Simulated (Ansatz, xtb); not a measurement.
System: CH3Se, net charge 0, doublet state. It need not be the lowest isomer of its formula. 
Geometry from a B3LYP-D3(BJ)/def2-TZVP (Ansatz, a quantum-chemistry and plane-wave program) optimisation:
```
C
H 1 1.0870
H 1 1.0870 2 111.39
H 1 1.0918 2 108.97 3 -120.24
Se 1 1.9534 2 110.54 4 -116.45
```
Charge 0, spin multiplicity 2.

Harmonic wavenumbers from GFN2-xTB (xtb, at its own minimum), cm⁻¹: 576, 858, 858, 1285, 1421, 1421, 3017, 3026, 3027.

Give the harmonic wavenumbers at B3LYP-D3(BJ)/def2-TZVP (Ansatz, finite differences of forces, unscaled).

520, 589, 825, 1299, 1371, 1467, 3041, 3119, 3132 cm⁻¹. Zero-point energy 22.0 kcal/mol.

From these and the geometry, give the ideal-gas thermochemistry at 298.15 K and 1 atm (rigid rotor, harmonic oscillator).

Point group Cs, rotational symmetry number 1. Rotational constants 158.1, 9.415, 9.405 GHz. S(trans) 39.53, S(rot) 20.67, S(vib) 1.33, S(elec, spin only) 1.38, S 62.9 cal/(mol K). H(298) - H(0) 2.67 kcal/mol; G - E(el) 5.9 kcal/mol.
